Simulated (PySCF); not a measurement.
## Atomic charges by several schemes

C5H12OSi2.
Cartesian coordinates in Å at the GFN2-xTB level; atoms count from 1:
```
atom  x, y, z in Å
C1    -3.0767   -1.5887   -0.5962
C2    -2.3316   -1.5007    0.4983
C3    -1.2217   -0.5624    0.6564
C4    -0.5307   -0.4748    1.7938
O5    -0.9781    0.2080   -0.4248
Si6    0.1165    1.3346   -0.8381
C7     1.8284    0.6110   -1.2335
Si8    2.8296   -0.1306    0.1997
H9    -2.8915   -0.9539   -1.4461
H10   -3.8913   -2.2875   -0.6748
H11   -2.5206   -2.1325    1.3545
H12   -0.7653   -1.1050    2.6311
H13    0.2766    0.2247    1.9103
H14   -0.5481    1.8338   -2.0392
H15    0.2483    2.3746    0.1876
H16    1.7133   -0.1573   -1.9997
H17    2.4204    1.4028   -1.6923
H18    2.9113    0.8243    1.3106
H19    4.1922   -0.4176   -0.2630
H20    2.2138   -1.3762    0.6624
```

Density: PBE0/pcSseg-1 (PySCF); schemes: Mulliken, IAO, Hirshfeld and ESP-fitted. Isolated species at its GFN2-xTB geometry (one conformer only).

**Question.** Do the Mulliken, IAO, Hirshfeld and ESP-fitted schemes agree on where the charge is lowest?

**Answer.** The schemes don't all agree: Mulliken C7 (-0.872); IAO C7 (-0.850); Hirshfeld C7 (-0.248); ESP-fitted C4 (-0.712).

**Question.** At which atom do the 4 schemes differ most?

**Answer.** At C7: from -0.872 (Mulliken) to -0.248 e (Hirshfeld), 0.624 e apart.

**Question.** Do the Mulliken, IAO, Hirshfeld and ESP-fitted schemes agree on where the charge is highest?

**Answer.** All schemes agree: Mulliken Si6 (+0.841); IAO Si6 (+1.005); Hirshfeld Si6 (+0.406); ESP-fitted Si6 (+0.578).

**Question.** What partial charge does each atom carry?

**Answer.** In e:

```
atom                    environment  Mulliken     IAO  Hirshfeld  ESP-fitted
  C1           terminal =CH2 carbon    -0.103  -0.303     -0.096      -0.341
  C2               alkene CH carbon    -0.248  -0.156     -0.056      -0.270
  C3  vinylic carbon bearing oxygen    +0.197  +0.219     +0.082      +0.421
  C4           terminal =CH2 carbon    -0.183  -0.398     -0.135      -0.712
  O5             silyl ether oxygen    -0.633  -0.587     -0.181      -0.296
 Si6           oxygen-bound silicon    +0.841  +1.005     +0.406      +0.578
  C7    sp3 carbon bound to silicon    -0.872  -0.850     -0.248      -0.455
 Si8                   SiH3 silicon    +0.455  +0.600     +0.309      +0.476
  H9               vinylic hydrogen    +0.129  +0.160     +0.042      +0.154
 H10               vinylic hydrogen    +0.118  +0.156     +0.049      +0.174
 H11               vinylic hydrogen    +0.103  +0.152     +0.051      +0.181
 H12               vinylic hydrogen    +0.119  +0.160     +0.048      +0.235
 H13               vinylic hydrogen    +0.136  +0.146     +0.038      +0.237
 H14                  Si–H hydrogen    -0.103  -0.134     -0.083      -0.138
 H15                  Si–H hydrogen    -0.093  -0.154     -0.081      -0.122
 H16             methylene hydrogen    +0.177  +0.168     +0.046      +0.123
 H17             methylene hydrogen    +0.170  +0.169     +0.046      +0.124
 H18                  Si–H hydrogen    -0.079  -0.124     -0.079      -0.127
 H19                  Si–H hydrogen    -0.078  -0.117     -0.081      -0.135
 H20                  Si–H hydrogen    -0.052  -0.111     -0.078      -0.107
```

Mean size of the charges over all atoms: IAO 0.293 e, ESP-fitted 0.270 e, Mulliken 0.244 e, Hirshfeld 0.112 e. Each set sums to the total charge, 0, to within 0.001 e. The IAO scheme projects the occupied orbitals on a minimal set of polarised atomic orbitals and counts the electrons in each atom's part of it. The Mulliken scheme gives each basis function's population to the atom it is centred on and halves the overlap population of two atoms between them.

**Question.** How closely do the schemes follow one another over all atoms?

**Answer.** Correlation coefficient and root-mean-square difference: Mulliken with IAO 0.98, 0.090 e; IAO with Hirshfeld 0.98, 0.246 e; Mulliken with Hirshfeld 0.93, 0.214 e; IAO with ESP-fitted 0.90, 0.175 e; Hirshfeld with ESP-fitted 0.88, 0.201 e; Mulliken with ESP-fitted 0.82, 0.199 e.

**Question.** Sum the charges by element, for elements with more than one atom.

**Answer.** 
```json
{"element": "C", "atoms": "5", "Mulliken": "-1.209", "IAO": "-1.488", "Hirshfeld": "-0.454", "ESP-fitted": "-1.357"}
{"element": "Si", "atoms": "2", "Mulliken": "+1.296", "IAO": "+1.605", "Hirshfeld": "+0.715", "ESP-fitted": "+1.054"}
{"element": "H", "atoms": "12", "Mulliken": "+0.545", "IAO": "+0.470", "Hirshfeld": "-0.080", "ESP-fitted": "+0.600"}
```
